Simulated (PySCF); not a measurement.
Compound: C5H5NO2Si.
Geometry (GFN2-xTB, Å), atoms numbered from 1 in this order:
```
atom  x, y, z in Å
C1    -2.2617   -1.2987    1.3499
C2    -1.8287   -0.7347    0.3882
C3    -1.2756   -0.0333   -0.7592
C4    -1.5510    1.3831   -0.6493
N5    -1.7528    2.5030   -0.5585
C6     0.2489   -0.2469   -0.7832
O7     0.7999   -0.8900   -1.6311
O8     0.8558    0.3406    0.2171
Si9    2.5151    0.2969    0.4266
H10   -2.6583   -1.8019    2.1802
H11   -1.7026   -0.4262   -1.6904
H12    3.1372    0.8617   -0.7638
H13    2.5728    1.1386    1.6097
H14    2.9002   -1.0927    0.6417
```

Theory: PySCF, TDDFT CAM-B3LYP/def2-SVPD, vertical, gas phase, core orbitals frozen in the response.

Ground-to-excited transition dipoles (e·a0, same axes as the geometry; the sign carries no meaning), for the states with f of 0.002 or more among the lowest 7:

```csv
state,E (hartree),μx,μy,μz
S1,0.2103,-0.082,-0.168,0.122
S3,0.2506,-0.165,-0.054,-0.006
S4,0.2512,0.176,-0.021,-0.061
S5,0.2767,-0.068,-0.143,0.075
S6,0.2816,-0.048,-0.142,-0.003
S7,0.2844,-0.005,0.115,-0.035
```

What oscillator strength does each state have?

f = (2/3) ΔE |μ|² with ΔE in hartree (27.2114 eV).

```tsv
state	|μ|² (au)	|μ| (D)	f
S1	0.050	0.57	0.007
S3	0.030	0.44	0.005
S4	0.035	0.48	0.006
S5	0.031	0.45	0.006
S6	0.022	0.38	0.004
S7	0.015	0.31	0.003
```

How is the summed strength of these states shared among x, y and z?

(2/3) Σ ΔE μα² gives 0.012 for x, 0.015 for y and 0.004 for z, 0.031 in all.

On Intel Xeon 6975P-C, one thread, no GPU, shared host with 192 logical CPUs at a one-minute load of 35, this took 45 s of wall time (with the writing of density and orbital grids) and 1.1 GiB of memory at its peak.

One conformer stands for the species.
